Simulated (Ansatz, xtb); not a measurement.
## Two isomers of C6H5F3O

Structure I: `C=C(/C=C/C=O)C(F)(F)F`, a singlet. Structure II: `C=C(C=O)/C=C/C(F)(F)F`, a singlet. Both are isolated molecules in the gas phase, relaxed with B3LYP/def2-SVP; each stands in its lowest conformer found.

Estimate E(II) − E(I) at the level CCSD(T)/def2-SVP + ΔMP2/def2-TZVPP.

CCSD(T)/def2-SVP + ΔMP2/def2-TZVPP gives E(II) − E(I) = −0.49 kcal/mol, slightly favouring structure II, which is too small a margin to settle the true order.

The same difference at several levels:

| level | geometry | E(II) − E(I) (kcal/mol) | departure from the last row (kcal/mol) | job, with rough time for the two |
| --- | --- | --- | --- | --- |
| GFN2-xTB | GFN2-xTB | +0.71 | +1.19 | optimisation, 0.19 s |
| HF/STO-3G | GFN2-xTB | +0.45 | +0.93 | single point, 1.1 s |
| r2SCAN-D4/def2-SVP | GFN2-xTB | +0.58 | +1.07 | single point, 6.5 s |
| B3LYP/def2-SVP | B3LYP/def2-SVP | −0.47 | +0.02 | optimisation, 62 s |
| HF/def2-SVP | B3LYP/def2-SVP | −1.34 | −0.85 | part of the CCSD(T) run |
| MP2/def2-SVP | B3LYP/def2-SVP | −0.66 | −0.17 | part of the CCSD(T) run |
| CCSD(T)/def2-SVP | B3LYP/def2-SVP | −0.78 | −0.30 | single point |
| CCSD(T)/def2-SVP + ΔMP2/def2-TZVPP | B3LYP/def2-SVP | −0.49 |  | single point, 5.4 min |

As drawn, both hold the same kinds of bond in the same numbers.

The largest departure from CCSD(T)/def2-SVP + ΔMP2/def2-TZVPP is that of GFN2-xTB, 1.19 kcal/mol. The last row adds to CCSD(T) the change of the MP2 difference between the two basis sets, here +0.30 kcal/mol.

With thermal terms from frequencies at re-optimised GFN2-xTB minima (ideal gas, soft modes damped towards free rotors, one conformer each, 298.15 K, 1 atm): the zero-point term adds −0.20 kcal/mol; ΔH is −0.58 and ΔG −1.00 kcal/mol.

The correlated steps freeze 10 core orbitals. Run with Ansatz 0.2.0, xtb 6.7.1; the last row on 2 threads of Intel(R) Xeon(R) Platinum 8488C (Sapphire Rapids) on a shared host.
